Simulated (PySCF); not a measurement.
# One molecule, several mistakes: FH7Si3

These are calculations, not measurements. The program is PySCF 2.14.0, an open-source quantum chemistry code, run on an isolated molecule that a program drew, which may never have been made. The molecule is FH7Si3 (charge 0, singlet), drawn as the SMILES string `F[SiH]([SiH3])[SiH3]`.

Each row is a Hartree-Fock (HF) and frozen-core CCSD(T) single point in the cc-pV(D+d)Z basis, meant for a local HF minimum. Run 1 is clean. Each other run has one planted mistake out of seven kinds, and not every kind appears here: one electron removed, one electron added, multiplicity raised by two, geometry at a saddle point, minimal basis STO-3G, one bond length entered in bohr, all coordinates scaled. The reference is restricted for singlets and unrestricted otherwise, and also for a bond in bohr. Adding or removing an electron swaps singlet and doublet. Electrons count all cores. HOMO and LUMO are orbital energies over both spins, the gradient is its largest component, and the lowest frequency (negative if imaginary) is given only where the gradient is small. Bond lengths are over the 10 bonds as drawn. T1 is the CCSD diagnostic: over 0.02 (restricted) or 0.045 (unrestricted) a single reference is doubtful.

Geometry of the clean run:
```xyz
11
FH7Si3, angstrom
F    -3.2410    1.6160   -0.9909
Si   -2.0505    1.4127    0.1067
Si   -0.6355   -0.3232   -0.6551
Si   -3.0507    0.9899    2.2083
H    -1.2945    2.6852    0.1607
H    -1.3854   -1.5985   -0.7383
H     0.4796   -0.4841    0.3101
H    -0.0810    0.0071   -1.9886
H    -1.9788    0.8550    3.2250
H    -3.8296   -0.2698    2.1626
H    -3.9464    2.1063    2.5908
```

```
run,electrons,basis functions,<S^2>,HOMO (eV),LUMO (eV),gradient (hartree/bohr),lowest frequency (cm^-1),mean bond (Å),longest bond (Å),T1,HF (hartree),CCSD(T) (hartree),mistake
1,58,118,0.000,-10.50,2.49,2.4e-05,87,1.6738,2.366,0.0134,-970.37176,-970.94052,no fault
2,58,118,0.000,-10.60,2.89,9.2e-02,-,1.5349,2.169,0.0127,-970.28922,-970.85546,all coordinates scaled
3,59,118,0.762,1.21,7.94,3.8e-02,-,1.6738,2.366,0.0147,-970.30236,-970.89274,one electron added
4,58,39,0.000,-7.61,9.48,2.7e-02,-,1.6738,2.366,0.0076,-958.95132,-959.14108,?
5,57,118,0.787,-16.85,-8.31,5.7e-02,-,1.6738,2.366,0.0196,-970.02626,-970.58108,?
```

**Which mistake was planted in run 4, and what did it cost?**

It has 39 basis functions where the clean run has 118, with the same electrons and geometry. So the mistake is: minimal basis STO-3G. Subtracting run 1 and multiplying by 627.51 kcal/mol a hartree, the energy moved by 7166.4 kcal/mol in HF and 7404.3 kcal/mol in CCSD(T).

**Which mistake was planted in run 5, and what did it cost?**

It counts 57 electrons, one fewer than the clean run, at the same geometry and basis. So the mistake is: one electron removed. Subtracting run 1 and multiplying by 627.51 kcal/mol a hartree, the energy moved by 216.8 kcal/mol in HF and 225.6 kcal/mol in CCSD(T).

Cautions from the logs. Run 3: the HOMO is above zero, so the electron isn't bound and the energy depends on the basis.
